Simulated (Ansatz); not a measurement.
The first iterations of a band of Cl2GeH2 (5 atoms, charge 0, multiplicity 1).

Method: Ansatz 0.2.0, RKS B3LYP/def2-SVP.

| Item | Value |
| --- | --- |
| movable images | 5 |
| climbing image | yes |
| spring | 5.0 eV/Å² |
| optimiser | quadratic models (default) |
| start path | through a guess of the saddle point |
| force threshold | 0.2 eV/Å |
| iteration limit | 60 |
| end points | relaxed |

Initial state:

```xyz
5
Properties=species:S:1:pos:R:3
Ge 0.271 0.000 0.192
H 0.193 0.000 1.724
H 1.689 0.000 -0.393
Cl -0.754 1.768 -0.533
Cl -0.754 -1.768 -0.533
```

Final state:

```xyz
5
Properties=species:S:1:pos:R:3
Ge -0.826 0.000 -0.589
H 2.492 0.000 2.230
H 2.930 0.000 1.608
Cl -1.975 1.709 -1.396
Cl -1.975 -1.709 -1.396
```

| iteration | highest image above the first end (eV) | largest band force component (eV/Å) |
| --- | --- | --- |
| 1 | 4.823 | 3.185 |
| 2 | 3.287 | 5.740 |
| 3 | 3.200 | 1.654 |
| 4 | 3.468 | 3.077 |
| 5 | 3.494 | 1.617 |
| 6 | 4.238 | 5.192 |

Does the band converge within its limit, and where does its top end?

The forces met the threshold. It ended after 18 iterations with the highest image 2.855 eV above the first end. The threshold of 0.2 eV/Å is loose, so the images may lie well off the minimum-energy path. Beside the main top the profile has a ripple of under 15 meV (maxima at images 2, 5), which may be a very shallow well or noise. A structure lower than the last end lies on the path between it and the top, so the climb from that side starts below the end, which may itself be a saddle point or a shallow side well. Neighbouring images differ by up to 2.4 eV, so the band resolves the path poorly. Another band between the same ends (5 images) ends at a top of the same energy, where a vibrational analysis finds 1 clearly imaginary mode. The orbitals stay closed-shell, which can raise the energy where a bond breaks towards radicals; this wasn't checked here.

Run time: 98 s on 2 threads of Intel(R) Xeon(R) Platinum 8488C (Sapphire Rapids), with other jobs on the host, peak memory 0.2 GiB.
